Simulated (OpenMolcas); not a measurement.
# What dynamic correlation does to the levels of Re5+

```
Program             : OpenMolcas
Basis               : ANO-RCC-VQZP [9s8p6d4f3g2h]
Scalar Hamiltonian  : DKH2, point nucleus
Active space        : 2 electrons in 10 orbitals (5d 6d)
State averaging     : 2S+1 = 3 even, 10 roots; 2S+1 = 1 even, 15 roots
Spin-orbit coupling : state interaction with AMFI integrals over the reference wave functions, term energies averaged over their components
```

Methods on the same reference wave functions:
A. CASSCF
B. SS-CASPT2, IPEA 0.25 Eh, imaginary shift 0.1 Eh (closed shells correlated: 5s 5p)

Energies in cm⁻¹ above 5d² ³F₂.

```tsv
Level	A	B
5d² ³F₂	0.0	0.0
5d² ³F₃	7907	8220
5d² ³F₄	14672	14770
5d² ³P₀	16557	15110
5d² ¹D₂ [51 %]	18570	16690
5d² ³P₁	21000	19840
5d² ¹G₄	28750	27160
5d² ³P₂ [58 %]	29752	28020
5d² ¹S₀	56187	51110
```

From A to B the spin-free energies of the other terms of 5d² shown, above ³F, scale by factors of 0.73 to 0.89, as is usual when dynamic correlation screens the repulsion within a d or f shell.

The lowest spin-free term lies below A's lowest term by 0.247 hartree in B.

CASPT2 does not keep the components of a term degenerate, so their means are used; among the terms shown or strongly mixed into the levels shown the widest spread is 570 cm-1 (5d² ³F, B). Active for correlation alone: 6d; no level in the range computed is led by a configuration that fills it, so any true level of that kind is missing. Without dynamic correlation excited terms often stand tens of per cent too high (terms of higher spin than the ground term too low), and those without a measured partner can miss by more than the paired ones (holds for A). Only configurations of the active space appear.

A share in square brackets marks a mixed level and gives the weight of the term that names it, the lowest over the columns.
